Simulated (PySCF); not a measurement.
# Sc: excitation energy

Sc [Ar] 3d1 4s2 (2D) → Sc [Ar] 3d1 4s1 4p1 (high-spin determinant), as a difference of total energies. Computed with PySCF 2.14 in aug-cc-pVDZ, with the non-relativistic Hamiltonian (point nucleus). Correlated levels: valence: [Ar] frozen. The calculations carry no spin-orbit coupling.

```
           method  excitation energy (eV)
              UHF                   0.942
              LDA                   1.992
              PBE                   1.873
             PBE0                   1.701
            TPSSh                   1.759
           revPBE                   1.840
             PW91                   1.889
    MP2 (valence)                   1.534
SCS-MP2 (valence)                   1.709
```

Question: How much does correlation contribute at MP2 (valence)?

Answer: 1.534 − (0.942) = 0.592 eV, measured against UHF.

A first-order spin-orbit estimate (lowest level to lowest level, LS coupling) adds -0.008 eV.

The determinant of the upper state mixes LS terms, which raises its energy above the lowest term, most at the Hartree-Fock and MP2 levels.
